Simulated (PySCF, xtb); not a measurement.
sulfur hexafluoride (F6S), SMILES FS(F)(F)(F)(F)F.

GFN2-xTB in xtb at its own geometry gives an orbital gap of 7.42 eV and a dipole moment of 0.00 D.

Geometry: PBE-D3(BJ)/def2-SVP.

Question: What does ωB97X/def2-TZVP (PySCF) give? (An estimate is asked for; the answer gives what the named calculation found.)

Answer: gap 14.87 eV (levels -15.02 and -0.15 eV), dipole 0.00 D.
